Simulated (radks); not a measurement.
The numbers below are computed, except where a source is named.
Task: Radial electron density D(r) = 4 pi r^2 rho(r) of an atom or ion with 48 electrons. Level of theory: non-relativistic Kohn-Sham, PBE, spin-polarised, spherical densities, point nucleus (a radial shooting solver on a logarithmic mesh with Libxc functionals).

```
   r/bohr * D(r) (the largest magnitude, 77, reaches the edge; | marks zero)
 0.003894 |      *
 0.004497 |        *
 0.005193 |          *
 0.006046 |             *
 0.006982 |                *
 0.008064 |                    *
 0.009313 |                        *
  0.01084 |                            *
  0.01252 |                                *
  0.01446 |                                    *
   0.0167 |                                       *
  0.01929 |                                         *
  0.02245 |                                          *
  0.02593 |                                         *
  0.02995 |                                        *
  0.03458 |                                      *
  0.04026 |                                     *
   0.0465 |                                    *
   0.0537 |                                      *
  0.06201 |                                          *
  0.07162 |                                               *
  0.08338 |                                                    *
  0.09629 |                                                      *
   0.1112 |                                                     *
   0.1284 |                                                *
   0.1495 |                                          *
   0.1727 |                                      *
   0.1994 |                                     *
   0.2303 |                                        *
    0.266 |                                           *
   0.3096 |                                           *
   0.3576 |                                     *
    0.413 |                            *
   0.4769 |                  *
   0.5552 |             *
   0.6412 |            *
   0.7405 |             *
   0.8552 |              *
   0.9877 |             *
     1.15 |          *
    1.328 |       *
    1.534 |    *
    1.771 |  *
    2.062 | *
    2.381 |*
     2.75 |*
    3.176 |*
    3.668 *
     4.27 *
    4.931 *
    5.695 *
    6.577 *
    7.657 *
    8.843 *
    10.21 *
```

What is the nuclear charge?

Result: Z = 48. The innermost maximum, from 1s, lies near 1/Z = 0.0208 bohr (found: 0.0230), and its height grows with Z. The density is that of neutral cadmium in [Kr] 4d10 5s2; the configuration itself is not fixed sharply by these data, and Z only to a few units. D(r) has 4 maxima, at r = 0.0230, 0.0978, 0.284, 0.855 bohr, and minima at 0.0440, 0.187, 0.621 bohr, inside which lie 2.02, 11.25, 28.94 electrons.
